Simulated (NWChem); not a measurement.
System: C4H8; SMILES C/C=C\C

Results from NWChem. Each level has its own optimisation; frequencies are unscaled. Brackets give each atom's bonded neighbours.

For level Hartree-Fock/STO-3G:

```
Property                           Result
---------------------------------  ------
r C–C [C(CCH)–C(CCH)] (Å)           1.313
highest harmonic frequency (cm⁻¹)    3770
lowest (cm⁻¹)                         100
zero-point energy (kcal/mol)         80.8
dipole (D)                           0.13
```

**Question.** Estimate the same quantities for level BLYP/def2-SVP.

**Answer.** The r C–C [C(CCH)–C(CCH)] (Å) is 1.352, the highest harmonic frequency (cm⁻¹) is 3061 and the lowest (cm⁻¹) comes out as 134. The zero-point energy (kcal/mol) is 65.4 and the dipole (D) is 0.24.
